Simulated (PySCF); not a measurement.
C₅H₅F, SMILES FC1=CC=CC1.

Geometry optimised at B3LYP-D3(BJ)/def2-SVP. The values are those of a single conformer.

Two levels are set side by side: TDDFT-PBE/def2-SVPD (PySCF) and TDDFT-PBE0/def2-SVPD (PySCF). Vertical, same geometry. The lowest singlet is HOMO→LUMO 98 % with PBE and HOMO→LUMO 99 % with the other functional; states are paired by order. Differences are taken from unrounded values.

```
quantity                               TDDFT-PBE0
-------------------------------------  ----------
lowest singlet excitation (eV)               4.95
lowest triplet excitation (TDA) (eV)         2.96
first bright state (f over 0.05) (eV)        4.95
its oscillator strength                      0.07
```

Question: What does TDDFT-PBE give, and how far is it from TDDFT-PBE0? (Estimate from the structure and the level; the computed values follow.)

Answer: 
```csv
quantity,TDDFT-PBE,TDDFT-PBE minus TDDFT-PBE0
lowest singlet excitation (eV),4.71,-0.24
lowest triplet excitation (TDA) (eV),3.00,0.04
first bright state (f over 0.05) (eV),4.71,-0.24
its oscillator strength,0.07,0.00
```

A lower first singlet is the usual sign of a functional without exact exchange. Differences between two approximate levels are no errors against the true value.

Rough cost on one machine, each run with all the roots and properties that it gave: TDDFT-PBE0 against TDDFT-PBE about 4 times.
